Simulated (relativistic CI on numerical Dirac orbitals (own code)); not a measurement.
Slater's F² for Cl II from its measured terms

Problem. The ground configuration 3s2 3p4 of Cl II has the measured levels 3P: 996.5 (J = 0), 696.0 (J = 1), 0.0 (J = 2); 1D: 11653.6 (J = 2); 1S: 27878.0 (J = 0) cm⁻¹ (NIST Handbook of Basic Atomic Spectroscopic Data (Sansonetti and Martin, J. Phys. Chem. Ref. Data 34, 1559 (2005))). Test the one-configuration theory of p4 and extract F²(3p,3p).

Working.
1. Centres of gravity, weighted by 2J + 1: 3P 342.7, 1D 11653.6, 1S 27878.0 cm⁻¹. To first order spin-orbit coupling drops out of them.
2. Slater-Condon theory gives 1D − 3P = 6F²/25 and 1S − 1D = 9F²/25, so the ratio of the upper interval to the lower is 9/6 = 1.500, whatever F².
3. Measured intervals: 11310.9 and 16224.4 cm⁻¹, ratio 1.434.
4. F² from the lower interval is 47129 and from the upper 45068 cm⁻¹.

Check. The radial integral calculated for this configuration (Dirac-KLI orbitals, unscaled) is F² = 58198 cm⁻¹; the two empirical values are 81 % and 77 % of it. The ratio departs from 1.50 through mixing with other configurations and second-order spin-orbit coupling.
